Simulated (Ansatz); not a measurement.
Ideal-gas functions of C$_{2}$Cl$_{2}$GeN$_{2}$, SMILES `N#[C][Ge]([Cl])([Cl])[C]#N` at 400 K and 1 bar, from an Ansatz frequency run at PBE0-D4/def2-TZVP.

Molar mass 195.55 g/mol, point group C2v (symmetry number 2), electronic degeneracy 1, moments of inertia 431.586, 445.755, 448.015 u Å². Harmonic wavenumbers (cm⁻¹, unscaled): 83, 92, 104, 135, 148, 298, 321, 358, 376, 428, 479, 507, 526, 2343, 2345.

Use S(trans) = R[1.5 ln M + 2.5 ln T − 1.1517]; rotational temperatures θ = 24.2544 K / I; S(rot) = R[ln(√π/σ · √(T³/θAθBθC)) + 1.5]; for each mode x = 1.438777 ν̃/T, S = R[x/(eˣ − 1) − ln(1 − e⁻ˣ)] and H = RT x/(eˣ − 1); 1 cm⁻¹ = 0.0119627 kJ/mol; R = 8.31446 J/(mol·K).

Q: By hand: the entropy, in J/(mol·K).

A: Translation 180.8. Rotation: θ = 0.0562, 0.0544, 0.0541 K, giving 122.4. Vibration, mode by mode: 18.40, 17.55, 16.54, 14.40, 13.65, 8.12, 7.57, 6.76, 6.41, 5.50, 4.75, 4.38, 4.15, 0.02, 0.02, in all 128.2. Electronic 0.0. Sum 431.4 J/(mol·K).

Q: By hand: H − E and G − E in kJ/mol, counted from the electronic energy.

A: Zero-point energy ½ × 8543 × 0.0119627 = 51.1; thermal vibration 25.3; translation, rotation and pV give 4 RT = 13.3. H − E = 89.7 kJ/mol, and G − E = 89.7 − 400 × 431.4/1000 = -82.9 kJ/mol.

Vibration gives 30 % of the entropy, 80.5 J/(mol·K) of it from the modes under 150 cm⁻¹: soft modes count most, and the harmonic formula is weakest for them.
